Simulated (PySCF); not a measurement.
C₆ coefficients of unlike pairs at UHF

Calculated with PySCF 2.14 from the dipole response of each species, C₆(A,B) = (3/π) ∫ α_A(iu) α_B(iu) du, in atomic units, from isotropic polarisabilities. For ions this is the dispersion term alone; charge-induced terms of lower order in 1/R come first.

```
species           configuration                                                                                              basis      relativity  α (bohr³)  C₆ (like pair)
    Cd⁺      [Kr] 4d10 5s1 (2S)                               def2-QZVPPD with the def2 core potential (28 electrons) (7s5p4d4f2g)  core potential      31.39           184.9
      O       [He] 2s2 2p4 (3P)                                                                             aug-cc-pwCVDZ (5s4p2d)            none      4.188           12.15
     Be           [He] 2s2 (1S)                                                                       aug-cc-pCVQZ-DK (9s8p6d4f2g)   spin-free X2C      45.58           282.4
    In⁻  [Kr] 4d10 5s2 5p2 (3P)  aug-cc-pVQZ-PP with one added diffuse shell each of s, p, d, f, g type with ECP28MDF (8s8p6d4f3g)  core potential      652.2           13780
```

(1) Estimate C₆ for O with Cd⁺.

No spin-orbit coupling is included.

The other pairs:

```json
{"pair": "In⁻, Be", "C₆": "1706"}
{"pair": "Be, Cd⁺", "C₆": "219.4"}
{"pair": "Be, O", "C₆": "43.41"}
{"pair": "In⁻, Cd⁺", "C₆": "1257"}
{"pair": "In⁻, O", "C₆": "213.6"}
```

## Answers

(1) The integral gives 42.51. The combination rule 2 C_A C_B / (C_A α_B/α_A + C_B α_A/α_B) gives 38.82 and the geometric mean 47.40.
